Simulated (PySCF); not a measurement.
**Scandium: a sound run and one with changed settings**

Sound run: Sc [Ar] 3d1 4s2, Sc⁺ [Ar] 3d1 4s1. All numbers are calculated (PySCF 2.14, no relativity, point nucleus, in 6-31G* (5s4p2d1f, 34 functions)). In the sound run the correlated levels freeze [Ar]. The sound run starts from symmetry-adapted Hartree-Fock orbitals and uses a fine grid where one is needed.

Changed run: all electrons correlated in a basis built for the valence shell.

| species | method | sound run (hartree) | changed run (hartree) | converged |
| --- | --- | --- | --- | --- |
| Sc | MP2 | -759.69640 | -759.87987 | yes |
| Sc⁺ | MP2 | -759.48027 | -759.65659 | yes |

Ionisation energy of Sc:

| method | sound run (eV) | changed run (eV) |
| --- | --- | --- |
| UHF | 5.356 | 5.356 |
| MP2 | 5.881 | 6.076 |
| SCS-MP2 | 5.987 | 6.130 |

A valence basis has no tight correlating functions, so it recovers only part of the core correlation, and not evenly between atom and ion.

For comparison, NIST gives 6.561 eV between the lowest levels.
